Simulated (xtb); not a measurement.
C$_{2}$H$_{3}$O$_{2}$ (SMILES CC(=O)[O-]), charge -1, singlet, geometry from GFN2-xTB; GFN2-xTB with ALPB(acetonitrile) (xtb).

Here is a job for xtb.
```
$ xtb mol.xyz --gfn 2 --chrg -1 --alpb acetonitrile --json

# file mol.xyz
7

C     -0.16228820     0.14818763     0.00305258
O      0.17780874     1.33984311     0.01312832
O     -1.30364870    -0.33530105     0.00779082
C      1.02007253    -0.90771354    -0.01892695
H      1.98364113    -0.40014653    -0.02183719
H      0.94596316    -1.54921181     0.85894237
H      0.93040944    -1.52982261    -0.90921207
```

Task: What does xtb print? Leave out banner, timings and long lists.

Result: 
```
   ID    Z sym.   atoms
    1    6 C      1, 4
    2    8 O      2, 3
    3    1 H      5-7

           -------------------------------------------------
          |                Calculation Setup                |
           -------------------------------------------------

           -------------------------------------------------
          |                 G F N 2 - x T B                 |
           -------------------------------------------------

      * Solvation model:               ALPB
        Solvent                        acetonitrile
        Parameter file                 internal GFN2-xTB/ALPB
        Dielectric constant                3.7500E+01
        Reference state                gsolv [1 M gas/solution]
        Free energy shift                  5.1987E-03 Eh       3.2622E+00 kcal/mol
        Temperature                        2.9815E+02 K
        Density                            7.8600E-01 kg/L
        Solvent mass                       4.1050E+01 g/mol
        Interaction kernel             P16
        Born radius scaling (c1)           1.7214E+00
        Born radii integrator          GBOBC
        Born offset                        0.0000E+00 a0       0.0000E+00 AA
        H-bond correction              true
        Ion screening                  false
        Surface tension                    1.0000E-05 Eh       1.5569E+01 dyn/cm
        Grid points                               230 per atom

          ...................................................
          :                      SETUP                      :
          :.................................................:
          :  # basis functions                  19          :
          :  # atomic orbitals                  19          :
          :  # shells                           11          :
          :  # electrons                        24          :
          :  max. iterations                   250          :
          :  Hamiltonian                  GFN2-xTB          :
          :  restarted?                      false          :
          :  GBSA solvation                   true          :
          :  PC potential                    false          :
          :  electronic temp.          300.0000000     K    :
          :  accuracy                    1.0000000          :
          :  -> integral cutoff          0.2500000E+02      :
          :  -> integral neglect         0.1000000E-07      :
          :  -> SCF convergence          0.1000000E-05 Eh   :
          :  -> wf. convergence          0.1000000E-03 e    :
          :  Broyden damping             0.4000000          :
          :  net charge                         -1          :
          :  unpaired electrons                  0          :
          ...................................................

 iter      E             dE          RMSdq      gap      omega  full diag
   1    -14.3219335 -0.143219E+02  0.588E+00    5.74       0.0  T
   2    -14.3775281 -0.555945E-01  0.251E+00    5.06       1.0  T
   3    -14.3790012 -0.147311E-02  0.141E+00    5.38       1.0  T
   4    -14.3800983 -0.109711E-02  0.256E-01    5.19       1.0  T
   5    -14.3802695 -0.171228E-03  0.121E-01    5.24       1.0  T
   6    -14.3802714 -0.193451E-05  0.130E-02    5.24       2.9  T
   7    -14.3802720 -0.524772E-06  0.460E-03    5.24       8.2  T
   8    -14.3802720 -0.729025E-07  0.766E-04    5.24      49.3  T
   9    -14.3802720  0.414376E-09  0.623E-04    5.24      60.7  T

   *** convergence criteria satisfied after 9 iterations ***

         :::::::::::::::::::::::::::::::::::::::::::::::::::::
         ::                     SUMMARY                     ::
         :::::::::::::::::::::::::::::::::::::::::::::::::::::
         :: total energy             -14.262418674000 Eh    ::
         :: total w/o Gsasa/hb       -14.258008690299 Eh    ::
         :: gradient norm              0.020054956991 Eh/a0 ::
         :: HOMO-LUMO gap              5.240851002454 eV    ::
[...]

         #    Occupation            Energy/Eh            Energy/eV
      -------------------------------------------------------------
         1        2.0000           -0.6352514             -17.2861
         2        2.0000           -0.6234712             -16.9655
         3        2.0000           -0.5716144             -15.5544
         4        2.0000           -0.5210616             -14.1788
         5        2.0000           -0.4838236             -13.1655
         6        2.0000           -0.4767790             -12.9738
         7        2.0000           -0.4684862             -12.7482
         8        2.0000           -0.4373137             -11.8999
         9        2.0000           -0.4336937             -11.8014
        10        2.0000           -0.3623670              -9.8605
        11        2.0000           -0.3467955              -9.4368
        12        2.0000           -0.3256701              -8.8619 (HOMO)
        13                         -0.1330724              -3.6211 (LUMO)
        14                          0.1282576               3.4901
        15                          0.1885232               5.1300
        16                          0.2300804               6.2608
        17                          0.2396778               6.5220
        18                          0.4585663              12.4782
        19                          0.7048466              19.1799
      -------------------------------------------------------------
                  HL-Gap            0.1925977 Eh            5.2409 eV
             Fermi-level           -0.2293712 Eh           -6.2415 eV

     #   Z          covCN         q      C6AA      α(0)
     1   6 C        2.678     0.359    20.905     7.482
     2   8 O        0.856    -0.628    26.814     6.943
     3   8 O        0.856    -0.630    26.871     6.950
     4   6 C        3.742    -0.135    23.185     6.870
     5   1 H        0.925     0.011     2.881     2.654
     6   1 H        0.925     0.012     2.860     2.645
     7   1 H        0.925     0.012     2.860     2.645

 Mol. C6AA /au·bohr⁶  :        612.120821
 Mol. C8AA /au·bohr⁸  :      13067.322455
 Mol. α(0) /au        :         36.187776

Wiberg/Mayer (AO) data.
largest (>0.10) Wiberg bond orders for each atom

 ---------------------------------------------------------------------------
     #   Z sym  total        # sym  WBO       # sym  WBO       # sym  WBO
 ---------------------------------------------------------------------------
     1   6 C    3.939 --     2 O    1.517     3 O    1.514     4 C    0.902
     2   8 O    1.814 --     1 C    1.517     3 O    0.222
     3   8 O    1.810 --     1 C    1.514     2 O    0.222
     4   6 C    3.985 --     5 H    0.993     7 H    0.985     6 H    0.985
                             1 C    0.902
     5   1 H    1.000 --     4 C    0.993
     6   1 H    1.000 --     4 C    0.985
     7   1 H    1.000 --     4 C    0.985
 ---------------------------------------------------------------------------

Topologies differ in total number of bonds
Writing topology from bond orders to xtbtopo.mol

molecular dipole:
                 x           y           z       tot (Debye)
 q only:        1.052      -0.935      -0.019
   full:        1.239      -1.119      -0.023       4.244
molecular quadrupole (traceless):
                xx          xy          yy          xz          yz          zz
 q only:       -1.954      -1.880      -2.403       0.035      -0.058       4.357
  q+dip:       -2.400      -2.811      -2.938       0.037      -0.066       5.338
   full:       -2.683      -2.728      -3.241       0.046      -0.077       5.924

           -------------------------------------------------
          | TOTAL ENERGY              -14.262418674000 Eh   |
          | GRADIENT NORM               0.020054956991 Eh/α |
          | HOMO-LUMO GAP               5.240851002454 eV   |
           -------------------------------------------------

normal termination of xtb
```
